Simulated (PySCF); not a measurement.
[Eu(SH)2]+: from a saddle point downhill

PySCF 2.14.0, RKS PBE0, Eu lcecp-1-SVP with ECP52, S def2-SVP, H def2-SVP; non-relativistic Hamiltonian with scalar-relativistic core potentials where named; density fitting; no spin-orbit coupling. Relaxed within the symmetry of its start, the geometry (D∞h) is

```xyz
5

Eu    0.0000    0.0000    0.0000
S     0.0000    0.6589    2.3563
H     0.0000    1.0214    3.6527
S     0.0000   -0.6589   -2.3563
H     0.0000   -1.0214   -3.6527
```

and its lowest harmonic modes are -196, -196, -45, -45, 221, 221 cm⁻¹ (negative: unstable; uncertain by 10 to 30 cm⁻¹). It was moved along the lowest mode and relaxed again, within the group C2v that the move left.

(1) Where does it end, and how much lower?

(2) How do the contacts change?

No frequency check is given for the end, and other unstable modes may remain.

An lcecp potential fixes the number of 4f electrons, so in runs with it no electron can move into or out of that shell.

State: singlet in the valence, with the 4f electrons in the core potential.

Answers

(1) In C2v, 0.742 eV lower, after 27 steps:
```xyz
5

Eu   -1.1867    0.9407   -0.2631
S    -0.0783    0.6176    1.9693
H     0.8599   -0.2881    1.5982
S    -0.0783   -0.4935   -2.0040
H     0.8599   -1.0753   -1.2170
```

(2) 
| contact | saddle (Å) | end (Å) |
| --- | --- | --- |
| Eu1–S2 (SH) | 2.447 | 2.513 |
| Eu1–S4 (SH) | 2.447 | 2.513 |
